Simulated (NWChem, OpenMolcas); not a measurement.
How basis sets differ on InN2H5 (SMILES [NH2][InH][NH2])

The species is InN2H5 (8 atoms), meant as a singlet with charge 0. As SMILES, `[NH2][InH][NH2]`. The coordinates come from a PBE0-D4/def2-TZVP relaxation.

Each level gives the HOMO–LUMO gap (eV). The values are calculated.

| level | kind | program | value (eV) | CPU time |
| --- | --- | --- | --- | --- |
| HF/ANO-R0 (sfX2C) | Hartree–Fock | OpenMolcas | 12.52 | 3.8 s |
| HF/ANO-RCC-MB (DKH2) | Hartree–Fock | OpenMolcas | 12.44 | 12 s |
| HF/STO-3G | Hartree–Fock | NWChem | 14.05 | 7.3 s |
| HF/3-21G | Hartree–Fock | OpenMolcas | 11.86 | 6.5 s |
| HF/def2-SVP (core potential) | Hartree–Fock | NWChem | 12.11 | 15 s |

All-electron rows without a relativistic Hamiltonian named are non-relativistic, while core potentials hold scalar relativity, so basis and relativity change together. The values span 11.86 to 14.05 eV. A Hartree–Fock LUMO above zero doesn't converge with the basis: it sinks as sets grow more diffuse. Orbital gaps aren't excitation energies. Times are those of the runs behind each value, whatever else they computed, on shared processors of several kinds: orders of magnitude only.
